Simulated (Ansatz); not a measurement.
Born–Oppenheimer molecular dynamics of ClH₄Sn (6 atoms, charge 0, multiplicity 2). It starts at the highest image of a converged band, a first-order saddle point between two minima.

The calculation used Ansatz, UKS PBE/def2-TZVP.

* ensemble: NVE (velocity Verlet)
* time step: 0.5 fs
* steps asked: 200
* starting velocities drawn for: 300 K
* seed: 8517

First frame:

```xyz
6
Properties=species:S:1:pos:R:3
Sn 0.001 0.000 -0.003
Cl 0.001 0.000 2.442
H 1.648 0.000 -0.486
H -0.824 1.427 -0.486
H -0.824 -1.427 -0.486
H -0.001 0.000 4.271
```

Q: How far do the bonds stretch over the last three quarters of this one trajectory? (Pairs bonded in most of those frames.)

A: 
```json
{"bond": "Sn1–H3", "mean (Å)": "1.735", "spread (Å)": "0.024", "shortest": "1.69", "longest": "1.77"}
{"bond": "Sn1–H4", "mean (Å)": "1.741", "spread (Å)": "0.034", "shortest": "1.68", "longest": "1.80"}
{"bond": "Sn1–H5", "mean (Å)": "1.746", "spread (Å)": "0.067", "shortest": "1.64", "longest": "1.84"}
{"bond": "Cl2–H6", "mean (Å)": "1.329", "spread (Å)": "0.055", "shortest": "1.24", "longest": "1.45"}
```

Mean temperature of the second half: 1329 K. The conserved energy stayed within 0.15 meV per atom of its start (net change -0.1 meV per atom), so the integration is sound. The kinetic energy rose, since the run started high on the potential surface and went downhill. It ends in pieces (ClH + H3Sn), so much of that is their flight and rotation, not heat. A run of 0.1 ps of so small a system gives no equilibrium averages.

Time of the run: 3.4 min on 4 threads of Arm Neoverse V2, with other jobs on the host, peak memory 0.21 GiB.
